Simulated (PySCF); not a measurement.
# TlS⁺: one state, many levels of theory

State: ³Σ⁻ (triplet), unpaired electrons π ↑↑. Set-up: basis Tl def2-SVPD with ECP60, S def2-SVPD; scalar-relativistic core potentials; PySCF 2.14. De refers to Tl⁺ + S in their high-spin ground configurations, without counterpoise correction. The functionals are run spin-unrestricted. A positive dipole points towards S; it is taken about the centre of mass and depends on that origin.

| Level | Re (Å) | ωe (cm⁻¹) | De (eV) | μ (D) |
| --- | --- | --- | --- | --- |
| UHF | 3.447 | 84.7 | n/a | -0.04 |
| UHF-MP2 | 3.289 | 105 | n/a | n/a |
| UHF-SCS-MP2 | 3.323 | 101 | n/a | n/a |
| UHF-CCSD | 3.314 | 102 | n/a | n/a |
| UHF-CCSD(T) | 3.296 | 105 | n/a | n/a |
| PBE | 3.197 | 120 | n/a | 1.20 |
| BP86 | 3.198 | 119 | n/a | 1.20 |
| TPSS | 3.205 | 119 | n/a | 1.06 |
| r²SCAN | 3.186 | 122 | n/a | 1.11 |
| r²SCANh | 3.188 | 121 | n/a | 1.04 |
| PBE0 | 3.198 | 119 | n/a | 0.95 |
| ωB97X | 3.236 | 115 | n/a | 0.61 |

Task: What does the step from GGA to meta-GGA do here, going from PBE to r²SCAN?

Result: r²SCAN less PBE: -1.1 pm in Re, +1.7 % in ωe. 

Correlated steps freeze 9 core orbitals. These are scalar-relativistic numbers at best; spin–orbit coupling would shift them, the dissociation energy most. The state is the lowest determinant that a PBE0 search found; another state may lie lower at other levels.
